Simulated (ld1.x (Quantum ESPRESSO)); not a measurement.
# Pseudopotential generation for oxygen: TM, BLYP, fully relativistic.

| Item | Value |
| --- | --- |
| Element | O (Z = 8) |
| Generator | ld1.x (Quantum ESPRESSO) 7.5 |
| Type | norm-conserving Troullier–Martins (Kleinman–Bylander form) |
| Functional | BLYP |
| Relativity | fully relativistic |
| Frozen core | [He] |
| Valence charge | 6 |
| Reference configuration | 2s1.75 2p4.25 |
| Partial waves | 2p (bound): rc 1.40 bohr; 3d channel at 0.05 Ry: rc 1.25 bohr; 2s (bound): rc 0.80 bohr |
| Local potential | the s channel |
| Core correction | a·sin(br)/r model core inside 0.75 bohr |

Open shells are filled in proportion to 2j + 1 (rel_dist='average').

All-electron outer shells of the reference configuration (BLYP, scalar-relativistic, ld1.x):

| shell | level (eV) | outermost node (bohr) | outermost maximum (bohr) |
| --- | --- | --- | --- |
| 1s | -515.62 | – | 0.13 |
| 2s | -23.95 | 0.28 | 0.87 |
| 2p | -9.13 | – | 0.82 |

(1) Estimate the cutoffs (Ry, on a coarse ladder) from which the occupation-weighted sum of valence levels, in a spherical-Bessel basis at the reference potential, stays within 10 and 1 mRy of its value at 400 Ry.

(2) What does a ghost test show?

(3) Which valence shell sets the plane-wave cutoff?

(4) Tests: 2s2 2p4; 2s2 2p3; 2s2 2p2; 2s2 2p0; 2s2 2p1; 2s1 2p5; 2s0 2p6. Which has the largest error in its energy relative to the reference configuration, and how large is it?

Answers

(1) 80 Ry and 180 Ry.

(2) No extra level below or beside the all-electron valence levels (p1/2, p3/2, d3/2, d5/2, s, f tested).

(3) 2s: its level needs 180 Ry to come within 1 mRy, against 70 Ry for 2p.

(4) 2s2 2p0, with +2076 meV (all-electron minus pseudo) on +177.30 eV.
